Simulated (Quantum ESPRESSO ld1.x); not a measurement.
Results of a calculation; reference values are marked as such.
Question: Radial electron density D(r) = 4 pi r^2 rho(r) of an atom or ion with 28.4 electrons. Level of theory: scalar-relativistic Kohn-Sham, LDA (Slater exchange, Perdew-Zunger correlation), spin-polarised, spherical densities, point nucleus (ld1.x of Quantum ESPRESSO 7.5).

r (bohr),D(r) (e/bohr),spin D(r)
0.001983,0.8420,0.000336
0.002602,1.382,0.000558
0.003416,2.244,0.000925
0.004484,3.589,0.00154
0.005838,5.559,0.00253
0.007663,8.511,0.00430
0.01006,12.61,0.00756
0.0132,17.90,0.0140
0.01733,24.02,0.0276
0.02275,30.00,0.0575
0.02986,34.21,0.124
0.03919,34.99,0.265
0.05103,32.21,0.531
0.06698,28.13,1.01
0.08792,27.32,1.69
0.1154,31.98,2.44
0.1515,37.48,2.85
0.1988,35.59,2.54
0.261,25.80,1.63
0.3426,18.63,0.727
0.4461,20.46,0.275
0.5855,23.66,0.0939
0.7685,19.67,-0.0261
1.009,11.47,-0.0190
1.324,5.245,0.179
1.738,2.288,0.411
2.281,1.069,0.464
2.994,0.4685,0.314
3.899,0.1578,0.129
5.118,0.03097,0.0281
6.717,0.002986,0.00285
8.817,0.0001149,0.000113

What is the nuclear charge?

Answer: Z = 29. The innermost maximum, from 1s, lies near gamma/Z bohr with gamma = sqrt(1 - (Z/c)^2) = 0.977, here 0.0337 bohr (found: 0.0362), and its height grows with Z. The density is that of the copper ion Cu0.6+ in [He] 2s2 2p(up 3, down 2.4) 3s2 3p6 3d10 4s1; the configuration itself is not fixed sharply by these data, and Z only to about a unit. D(r) has 3 maxima, at r = 0.0362, 0.165, 0.585 bohr, and minima at 0.0805, 0.365 bohr, inside which lie 2.14, 10.25 electrons.
